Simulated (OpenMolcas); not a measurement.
## Cu II: thermal populations, worked from levels

```json
{
 "Program": "OpenMolcas",
 "Basis": "ANO-RCC-VTZP [6s5p3d2f1g]",
 "Scalar Hamiltonian": "DKH2, point nucleus",
 "Active space": "10 electrons in 11 orbitals (3d 4s 4d)",
 "State averaging": "2S+1 = 1 even, 6 roots; 2S+1 = 3 even, 5 roots kept (CI in the orbitals of an earlier block)",
 "Spin-orbit coupling": "RASSI with atomic mean-field integrals over the reference wave functions, term energies averaged over their components"
}
```

Methods: CASSCF; SS-CASPT2, IPEA 0.25 Eh, imaginary shift 0.1 Eh (closed shells correlated: 3s 3p). Measured levels: NIST Handbook of Basic Atomic Spectroscopic Data.

**Thermal populations.** Z = Σ (2J + 1) exp(-E/kT) with k = 0.695035 cm-1/K, over the levels below. No other level of either list lies under 62500 cm-1, which is above 7 kT at each temperature.

```
     Level  2J + 1  SS-CASPT2  measured
  3d10 1S0       1        0.0       0.0
3d9 4s 3D3       7      20259     21929
3d9 4s 3D2       5      21150     22847
3d9 4s 3D1       3      22342     23998
3d9 4s 1D2       5      24339     26265
```

```csv
T (K),"Z, SS-CASPT2","Z, measured levels","Ground level (%), SS-CASPT2","Ground level (%), measured levels"
8000,1.411,1.302,70.9,76.8
12000,2.489,2.211,40.2,45.2
```

At 12000 K, kT = 8340 cm-1, and the computed levels give Z = 1.000 + 0.617 + 0.396 + 0.206 + 0.270 = 2.489.

Terms from blocks run as CI alone lack orbitals of their own. Active for correlation alone: 4d; no level in the range computed is led by a configuration that fills it, so any true level of that kind is missing. Without dynamic correlation excited terms often stand tens of per cent too high (terms of higher spin than the ground term too low), and those without a measured partner can miss by more than the paired ones (holds for CASSCF). Computed and measured levels are paired by configuration, term and J; levels that our copy of the source lacks, or whose pairing is in doubt (as where it misses far off the trend of its configuration), stay unpaired and out of the deviations. Levels of configurations outside the active space are missing.
